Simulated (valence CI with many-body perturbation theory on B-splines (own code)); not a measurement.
## Hyperfine factors and g values of Pb⁶⁹⁺

Calculated by relativistic CI+MBPT: three valence electrons over a frozen Dirac-Fock core [Ne], radial functions for each j: 11 s, 11 p, 9 d, 7 f, 5 g, 2 h, 1 i, with the one-electron correlation potential Σ1, the two-electron term Σ2, the three-electron term Σ3, Breit, model QED; selected CI, second order for the rest (own B-spline code, finite nucleus).

The last digits are not significant, and no measured levels were compared; by estimate large intervals hold to a few tenths of a per cent, small ones and those within an open d or f shell to about a per cent.

A/g_I is the dipole constant over the nuclear g factor μ/I (μ in nuclear magnetons, uniformly magnetised nucleus), B/Q the quadrupole constant per barn. Both hold the static response of the core; the bare values leave it out. Large factors of s and p1/2 electrons are usually good to 5 to 10 %; those of open d and f shells near neutrality can be off by tens of per cent, and small factors of p3/2, d and f electrons come from cancelling terms and can be off by a factor of two or in sign, in half-filled shells by more. B is blank for J = 1/2, where it vanishes, and for nearly pure S terms. Energies count from the lowest level.

Levels are named by their leading jj configuration (3d3/2^4 stands for four electrons in 3d with j = 3/2), which in mixed levels can hold well under half, so a name can repeat and another be missing. Letters in brackets count levels of one name in rising energy.

```csv
Level,E (eV),g,A/g_I (MHz),A/g_I bare,B/Q (MHz/b),B/Q bare
(3s^2 3p1/2) J=1/2,0.0,0.642,3290000,3230000,,
(3s 3p1/2^2) J=1/2,198.8,2.065,9650000,9470000,,
(3s^2 3p3/2) J=3/2,596.2,1.317,318000,317000,645000,638000
(3s 3p1/2 3p3/2) J=3/2 [a],759.5,1.613,2080000,2050000,525000,519000
(3s 3p1/2 3p3/2) J=5/2,780.6,1.326,2750000,2700000,555000,549000
(3s 3p1/2 3p3/2) J=3/2 [b],802.9,0.969,297000,298000,280000,278000
(3s 3p1/2 3p3/2) J=1/2,815.5,1.278,-3740000,-3660000,,
(3s^2 3d3/2) J=3/2,864.5,0.830,47800,54200,161000,162000
(3s^2 3d5/2) J=5/2,984.8,1.188,102000,105000,130000,133000
(3s 3p1/2 3d3/2) J=3/2 [a],994.2,0.861,-254000,-243000,300000,299000
(3s 3p1/2 3d3/2) J=3/2 [b],1009.3,0.918,60100,65000,359000,356000
(3s 3p1/2 3d3/2) J=5/2,1020.4,1.010,2670000,2620000,67700,71000
(3s 3p1/2 3d3/2) J=1/2,1051.2,0.406,-4030000,-3940000,,
(3s 3p1/2 3d3/2) J=3/2 [c],1061.1,1.268,2350000,2310000,136000,136000
(3s 3p1/2 3d5/2) J=5/2 [a],1152.3,1.346,904000,894000,125000,127000
(3s 3p1/2 3d5/2) J=7/2,1169.5,1.229,1890000,1860000,56100,59700
(3s 3p1/2 3d5/2) J=5/2 [b],1180.8,1.031,-22700,-15800,132000,133000
(3s 3p1/2 3d5/2) J=3/2,1185.5,1.110,-2340000,-2290000,71800,73500
(3p1/2^2 3d3/2) J=3/2,1240.7,0.774,174000,175000,112000,115000
(3s 3p3/2^2) J=5/2,1368.5,1.433,2190000,2160000,98300,97100
(3p1/2^2 3d5/2) J=5/2,1390.8,1.187,60200,67700,104000,107000
(3s 3p3/2^2) J=1/2,1411.5,1.936,9720000,9530000,,
(3s 3p3/2^2) J=3/2,1419.5,1.186,-1560000,-1520000,-75500,-74600
(3p1/2 3p3/2^2) J=5/2,1584.1,1.179,1340000,1320000,40700,40500
(3p1/2 3p3/2^2) J=3/2,1591.2,1.424,23800,34400,-42.1,-176
(3p1/2 3p3/2^2) J=1/2,1610.3,0.941,5040000,4940000,,
(3s 3p3/2 3d3/2) J=3/2 [a],1616.9,1.266,856000,847000,10200,7810
(3s 3p3/2 3d3/2) J=1/2 [a],1619.4,1.892,2510000,2470000,,
(3s 3p3/2 3d3/2) J=5/2 [a],1623.9,1.190,788000,781000,300000,296000
(3s 3p3/2 3d3/2) J=7/2,1625.0,1.210,1570000,1550000,718000,714000
(3s 3p3/2 3d3/2) J=3/2 [b],1658.4,0.988,506000,503000,-329000,-325000
(3s 3p3/2 3d3/2) J=5/2 [b],1671.4,0.969,-275000,-262000,353000,353000
(3s 3p3/2 3d3/2) J=1/2 [b],1678.9,0.611,2230000,2190000,,
(3s 3p3/2 3d5/2) J=9/2,1725.3,1.317,1220000,1200000,784000,779000
(3s 3p3/2 3d5/2) J=5/2 [a],1750.7,1.339,1850000,1820000,-347000,-343000
(3s 3p3/2 3d5/2) J=7/2 [a],1759.8,1.253,779000,770000,378000,377000
(3s 3p3/2 3d5/2) J=3/2 [a],1764.4,1.137,-908000,-882000,-363000,-359000
(3s 3p3/2 3d5/2) J=7/2 [b],1782.7,1.192,-157000,-146000,379000,379000
(3s 3p3/2 3d5/2) J=1/2,1792.1,0.727,-3090000,-3030000,,
(3s 3p3/2 3d5/2) J=3/2 [b],1805.1,1.296,2270000,2230000,198000,198000
```

Take the isotope of mass number 207, with I = 1/2, μ = 0.5906 μN. What is the hyperfine structure of (3s 3p1/2^2) J=1/2?

From the table A = 1.14e+07 MHz. Shifts from the centre of gravity in MHz: F = 0: -8550000, F = 1: 2850000.
